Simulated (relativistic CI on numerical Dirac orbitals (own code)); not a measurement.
**Hyperfine structure of Tm XXXIII, mass number 169**

Calculated at this level of theory: Dirac-Coulomb-Breit CI, orbitals from a KLI potential per configuration, model QED, unscaled Slater integrals (own radial code, finite nucleus).

Configurations in the expansion (outside the closed core [Ar] 3d10): 4s2.4p6.4d, 4s2.4p5.4d2, 4s2.4p6.4f, 4s.4p6.4d2, 4s2.4p5.4d.4f, 4s.4p6.4d.4f, 4s2.4p6.5s, 4s2.4p6.5p, 4s2.4p6.5d, 4p6.4d3, 4p5.4d4, 4p5.4d3.4f, 4s.4p6.4f2, 4s.4p5.4f3, 4p6.4f3. Double excitations out of closed p, d and f shells are left out; levels of such configurations are missing from the list, as are those of other unlisted configurations, and high levels can miss mixing partners.

Nuclear spin I = 1/2, μ = -0.231 μN (tables of Stone and Pyykkö). The electronic factors are computed for point nuclear moments, without core polarisation or the Bohr-Weisskopf and QED corrections.

```json
{"Level": "4s2.4p6.4d 2D_3/2", "E (cm⁻¹)": "0", "A (MHz)": "-9157"}
{"Level": "4s2.4p6.4d 2D_5/2", "E (cm⁻¹)": "103914", "A (MHz)": "-3729"}
{"Level": "4s2.4p5.4d2 4D°_1/2", "E (cm⁻¹)": "1079445", "A (MHz)": "-1764"}
{"Level": "4s2.4p5.4d2 4D°_3/2", "E (cm⁻¹)": "1081729", "A (MHz)": "-10960"}
{"Level": "4s2.4p5.4d2 4G°_9/2", "E (cm⁻¹)": "1190031", "A (MHz)": "-9689"}
{"Level": "4s2.4p5.4d2 4G°_11/2", "E (cm⁻¹)": "1217682", "A (MHz)": "-9076"}
```

Levels with J = 0, under 50 % of one LS term, or S terms without an open s electron are left out. Small factors come from cancelling terms and can be off by tens of per cent or more.

At this charge energies of transitions that change n are usually good to better than 1 %, and those within a shell (Δn = 0) to a few per cent.

(1) Give the hyperfine levels of 4s2.4p6.4d 2D_3/2 relative to its centre of gravity.

Results:

(1) With K = F(F + 1) − I(I + 1) − J(J + 1), E = AK/2: F = 1: 11450, F = 2: -6868 MHz.

LS names give the leading component of a level, which can be under half, so a name can repeat, a term be missing and a line seem to break the LS rules.
